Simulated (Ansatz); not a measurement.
Process, species as SMILES: [Cl][Au] → [Cl][Au] as doublet, charge -1 (an electron is taken up)

Property: adiabatic electron affinity (0 K, with zero-point energies), in eV. Positive where the reaction releases energy. Conventions: six Cartesian d functions in 6-31G* and its kin unless marked 5d; def2 sets with scalar-relativistic core potentials past Kr; LANL2DZ with its own core potentials from Na on; open shells spin-unrestricted; spin-orbit terms left out. Ab initio and DFT rows: single points at B3LYP-D3(BJ) geometries (Ansatz, a first-principles code), with unscaled harmonic terms from B3LYP/6-31G* (LANL2DZ past Ar) (Ansatz) at its own minima. The spin state of an ion or metal species was assumed, not searched.

| level | program | adiabatic electron affinity (0 K, with zero-point energies) (eV) |
|---|---|---|
| HF/6-31G* with LANL2DZ past Ar | Ansatz | 1.60 |
| PBE/LANL2DZ | Ansatz | 2.41 |
| BLYP/6-31G* with LANL2DZ past Ar | Ansatz | 2.21 |
| B3LYP/LANL2DZ | Ansatz | 2.47 |
| B3LYP/6-31G* with LANL2DZ past Ar | Ansatz | 2.33 |
| PBE0/6-31G* with LANL2DZ past Ar | Ansatz | 2.23 |
| r2SCAN-D4/def2-TZVPD | Ansatz + dftd4 | 2.22 |
| PBE0/def2-TZVPD | Ansatz | 2.06 |

No value to compare with is used here. The 6 habitual levels span 1.60 (HF/6-31G* with LANL2DZ past Ar) to 2.47 eV (B3LYP/LANL2DZ); PBE0/def2-TZVPD gives 2.06.

The levels are drawn from those run, B3LYP/6-31G* more often than the rest, none by its result; left out are runs that failed, that the program found above a lower state of the same kind, or whose <S^2> lies over 0.5 above the pure value.
